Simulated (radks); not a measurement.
The numbers below are computed, except where a source is named.
Trend from La3+ to Lu3+: ionisation energy by Delta-SCF between NIST ground configurations, and size. Code: a radial shooting solver on a logarithmic mesh with Libxc functionals. Model: Dirac Kohn-Sham, BLYP, spin-unpolarised, spherical densities, point nucleus; open shells are shared between the two j in proportion to 2j + 1.

species  configuration  configuration of the ion  IE (eV)  NIST (eV)       kind  outermost  <r> outermost (bohr)
La3+              [Xe]         [Kr] 4d10 5s2 5p5   50.671       50.0  semi-emp.      5p3/2                  1.78
Ce3+          [Xe] 4f1                      [Xe]   37.510      36.91  semi-emp.      5p3/2                  1.74
Pr3+          [Xe] 4f2                  [Xe] 4f1   38.751      38.98  semi-emp.      5p3/2                  1.71
Nd3+          [Xe] 4f3                  [Xe] 4f2   39.849      40.60  semi-emp.      5p3/2                  1.67
Pm3+          [Xe] 4f4                  [Xe] 4f3   40.828       41.2  semi-emp.      5p3/2                  1.64
Sm3+          [Xe] 4f5                  [Xe] 4f4   41.704       41.6  semi-emp.      5p3/2                  1.61
Eu3+          [Xe] 4f6                  [Xe] 4f5   42.489       42.9  semi-emp.      5p3/2                  1.58
Gd3+          [Xe] 4f7                  [Xe] 4f6   43.194       44.4  semi-emp.      5p3/2                  1.56
Tb3+          [Xe] 4f8                  [Xe] 4f7   43.826      39.33  semi-emp.      5p3/2                  1.53
Dy3+          [Xe] 4f9                  [Xe] 4f8   44.391       41.2  semi-emp.      5p3/2                  1.51
Ho3+         [Xe] 4f10                  [Xe] 4f9   44.896       42.5  semi-emp.      5p3/2                  1.49
Er3+         [Xe] 4f11                 [Xe] 4f10   45.344      42.42  semi-emp.      5p3/2                  1.47
Tm3+         [Xe] 4f12                 [Xe] 4f11   45.740      42.41  semi-emp.      5p3/2                  1.44
Yb3+         [Xe] 4f13                 [Xe] 4f12   46.087      43.61  semi-emp.      5p3/2                  1.42
Lu3+         [Xe] 4f14                 [Xe] 4f13   46.387      45.25  semi-emp.      5p3/2                  1.41

Reference values: NIST Atomic Spectra Database (exp. = measured, semi-emp. = semi-empirical, theory = theoretical value adopted there). Spin polarisation and multiplet splitting are left out, so open shells lie too high by an amount that depends on their filling. Sharing an open shell by 2j + 1 raises it above the true ground level by a part of the spin-orbit splitting, which enters the differences from NIST.

Beside tabulated values, note that spin-unpolarised runs miss the spin-polarisation part of the exchange energy of open shells. No tabulated value is given for the 4+ ions of Nd, Pm and Eu to Yb, where it belongs to another shell than the one emptied here.
